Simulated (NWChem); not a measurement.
# C$_{2}$H$_{5}$FSi; SMILES C=C(F)[SiH3]

```xyz
9

C     -1.1747    -1.3117     0.0000
C     -0.0635    -0.5558     0.0000
F      1.1593    -1.1535     0.0000
Si     0.0279     1.3371     0.0000
H     -2.1643    -0.8345     0.0000
H     -1.1140    -2.4117     0.0000
H     -1.3714     1.8819     0.0000
H      0.7680     1.8075    -1.2202
H      0.7680     1.8075     1.2202
```
Atoms are numbered in this order, from 1.

Level: PBE-D3(BJ)/def2-SVP (NWChem), optimised geometry, unscaled harmonic frequencies. 

| frequency (cm⁻¹) | IR intensity (km/mol) |
|---|---|
| 134 | 0.2 |
| 218 | 0.4 |
| 332 | 0.1 |
| 379 | 10.4 |
| 607 | 19.4 |
| 647 | 16.4 |
| 666 | 44.4 |
| 734 | 1.1 |
| 845 | 43.3 |
| 881 | 202.3 |
| 899 | 39.9 |
| 911 | 3.7 |
| 919 | 66.6 |
| 1188 | 76.5 |
| 1323 | 3.5 |
| 1645 | 34.5 |
| 2173 | 52.0 |
| 2181 | 90.2 |
| 2190 | 89.8 |
| 3091 | 0.5 |
| 3201 | 0.2 |

```json
{
 "zero_point_energy": "36.0 kcal/mol",
 "thermal correction to the enthalpy at 298.15 K (with zero-point energy)": "40.0 kcal/mol",
 "heat capacity Cv": "19.4 cal/(mol K)",
 "entropy at 298.15 K and 1 atm (symmetry number 1)": "73.7 cal/(mol K)",
 "dipole_moment": "1.10 D"
}
```

Rigid rotor and harmonic oscillator.
